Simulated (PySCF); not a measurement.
## Vertical excitation energies

Species: C6H4F2OS.
SMILES: `C#C[C@@H]1CC(F)=C(F)[S@]1=O`

Method: TDDFT CAM-B3LYP/def2-SVPD, vertical, gas phase, core orbitals frozen in the response (PySCF). Geometry: PBE0-D3(BJ)/def2-SVP, one conformer, isolated molecule.

Problem. Predict the UV-vis stick spectrum at this level.

Solution. 

| state | E (eV) | E (kJ/mol) | λ (nm) | f | main configurations (H = HOMO, L = LUMO) |
| --- | --- | --- | --- | --- | --- |
| S1 | 5.23 | 504 | 237.3 | 0.013 | H→L (87%) |
| S2 | 5.57 | 537 | 222.6 | 0.021 | H→L+1 (84%) |
| S3 | 6.02 | 581 | 205.9 | 0.030 | H-1→L (56%), H-1→L+1 (11%), H-2→L+1 (9%) |
| S4 | 6.12 | 591 | 202.4 | 0.018 | H-1→L+1 (49%), H-2→L (30%) |
| S5 | 6.20 | 598 | 199.9 | 0.0011 | H-3→L+1 (30%), H-3→L+3 (21%), H-3→L (10%) |
| S6 | 6.30 | 608 | 196.9 | 0.043 | H-2→L (36%), H-1→L+1 (16%), H-3→L+3 (9%) |
| S7 | 6.53 | 630 | 189.9 | 0.0056 | H→L+3 (8%) |
| S8 | 6.60 | 637 | 187.8 | 0.092 | H-1→L (12%), H-1→L+1 (12%), H-2→L+1 (10%) |
| S9 | 6.71 | 648 | 184.7 | 0.024 | H→L+3 (30%), H-2→L+1 (30%), H→L+2 (10%) |
| S10 | 7.05 | 680 | 175.9 | 0.050 | H→L+2 (19%), H-4→L+1 (11%) |

Triplets, Tamm–Dancoff:

| state | E (eV) | λ (nm) | main configurations (H = HOMO, L = LUMO) |
| --- | --- | --- | --- |
| T1 | 4.07 | 304.6 | H-1→L (54%), H-1→L+1 (14%), H-2→L (13%) |
| T2 | 4.58 | 271.0 | H→L (61%), H→L+1 (24%) |
| T3 | 4.96 | 249.9 | H→L+1 (43%), H→L (19%), H-2→L (8%) |
| T4 | 5.13 | 241.6 | H→L+1 (16%), H-2→L+1 (16%), H-1→L+1 (13%) |

The lowest singlet lies at 5.23 eV (237 nm, ultraviolet) and is weak; its leading configuration is HOMO→LUMO (87%). The most intense listed level is S8 at 6.60 eV (188 nm, f = 0.092), 1.38 eV above S1. Löwdin shares by element: HOMO oxygen 51%, sulfur 26%, carbon 8% or more (atoms not listed hold the other 15%); LUMO carbon 34% or more, sulfur 24%, oxygen 9% (atoms not listed hold the other 32%). Weighted by f, the mean energy of these states is 6.42 eV. Of the 10 states listed, 8 reach f = 0.01 and none stays under 0.0005. The oscillator strengths of these states sum to 0.298; summed over the whole spectrum of an exact calculation they would give the number of electrons, 82 (Thomas–Reiche–Kuhn). The vertical ionisation energy (ΔSCF) is 9.53 eV, 2.48 eV above S10. Singlets were solved by full linear response, triplets in the Tamm–Dancoff approximation.
